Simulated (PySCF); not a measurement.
CH₄Cl₂OSSi, SMILES CO[Si](S)(Cl)Cl. Geometry optimised at PBE-D3(BJ)/def2-SVP. The structure was generated by enumeration, and PubChem lists no compound with its InChIKey, so it may never have been made. The values are those of a single conformer.

Computed equilibrium geometry at PBE-D3(BJ)/def2-SVP (PySCF confirms it by a frequency run) as bond lengths and angles (one conformer of several):
Atoms: C1 O2 Si3 S4 Cl5 Cl6 H7 H8 H9 H10. Bonds (Å): C1–O2 1.424, C1–H7 1.107, C1–H8 1.112, C1–H9 1.112, O2–Si3 1.653, Si3–S4 2.143, Si3–Cl5 2.056, Si3–Cl6 2.077, S4–H10 1.362. Angles (°): O2–C1–H7 107.9, O2–C1–H8 111.7, O2–C1–H9 111.2, H7–C1–H8 108.8, H7–C1–H9 108.8, H8–C1–H9 108.5, C1–O2–Si3 124.0, O2–Si3–S4 109.1, O2–Si3–Cl5 105.6, O2–Si3–Cl6 111.3, S4–Si3–Cl5 113.2, S4–Si3–Cl6 109.3, Cl5–Si3–Cl6 108.3, Si3–S4–H10 92.9.
Charge 0, spin multiplicity 1.
